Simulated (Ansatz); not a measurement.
BrGeH (SMILES [GeH][Br]) moved off its minimum; all values from Ansatz (a quantum-chemistry and plane-wave program), cores frozen in correlated methods.
(charge 0, multiplicity 1)
```xyz
3

Ge    -0.78246    -0.41908     0.91265
H     -1.66649    -0.96519    -0.12193
Br     0.73288     0.82725    -0.67985
```

Problem. Give the forces (eV/Å), the total energy and the dipole at CCSD(T)/aug-cc-pVTZ.

Solution. 
```json
[
 {"atom": "Ge1", "Fx": "2.264", "Fy": "1.544", "Fz": "1.067"},
 {"atom": "H2", "Fx": "-1.353", "Fy": "-0.810", "Fz": "-1.862"},
 {"atom": "Br3", "Fx": "-0.911", "Fy": "-0.734", "Fz": "0.795"}
]
```
Energy -4648.7619 hartree, dipole 2.79 D.

Doubts at one or more of the structures used: a restricted determinant that unrestricted orbitals would lower (CCSD(T)/aug-cc-pVTZ).
